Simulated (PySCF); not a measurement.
MgCl, SMILES [Mg][Cl], multiplicity 2.

Geometry: B3LYP-D3(BJ)/def2-TZVPD. The spin state was assumed, not searched.

All values below come from PBE/def2-TZVPD run with PySCF.

Computed frontier levels, dipole moment and polarisability:
```
Property                                                           Value
-----------------------------------------------  -----------------------
α spin, highest occupied and lowest empty level       -4.98 and -1.80 eV
β spin, highest occupied and lowest empty level       -7.00 and -3.63 eV
dipole moment                                                     3.37 D
mean static polarisability                          66.5 bohr³ (9.85 Å³)
polarisability, principal values                  65.0, 65.0, 69.5 bohr³
⟨S²⟩                                             0.751 (pure state 0.75)
```
